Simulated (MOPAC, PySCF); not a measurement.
CH₅Al, SMILES `[CH3][AlH2]`, neutral singlet in the gas phase. 

Cartesian coordinates (Å):
```xyz
7

C     -0.8950     0.0059    -0.0192
Al     1.0548    -0.0300     0.0054
H     -1.2687     0.7669    -0.7119
H     -1.3405    -0.9534    -0.2917
H     -1.2796     0.2806     0.9701
H      1.8694     1.3234     0.1911
H      1.8597    -1.3933    -0.1439
```
Charge 0, spin multiplicity 1.

All levels are single points at this geometry (PBE0-D4/def2-TZVP); Pople sets use spherical d functions. Orbital energies aren't observables, and empty levels follow the basis.

```csv
level,HOMO (eV),LUMO (eV),gap (eV),dipole (D),"vertical IE, Delta-SCF (eV)"
B3LYP-D3(BJ)/def2-TZVP in PySCF,-7.87,-1.52,6.35,0.73,–
PBE0-D4/def2-TZVP in PySCF,-8.08,-1.29,6.79,0.76,–
B3LYP/3-21G in PySCF,-7.76,-1.49,6.27,0.77,–
B3LYP/6-311+G** in PySCF,-7.89,-1.57,6.32,0.67,–
B3LYP/6-31G* in PySCF,-7.70,-1.43,6.27,0.78,10.31
B3LYP/LANL2DZ in PySCF,-7.80,-1.47,6.33,0.68,–
BP86/6-31G* in PySCF,-6.75,-2.02,4.73,0.87,–
M06-2X/6-31G* in PySCF,-9.10,-0.73,8.37,0.71,–
PBE/6-31G* in PySCF,-6.64,-1.98,4.66,0.87,–
SVWN5/6-31G* in PySCF,-6.70,-2.18,4.53,0.90,–
HF/3-21G in PySCF,-11.05,1.38,12.43,0.61,–
HF/STO-3G in PySCF,-8.90,8.89,17.79,0.10,–
PM3 in MOPAC,-10.79,-1.99,8.80,0.45,–
```
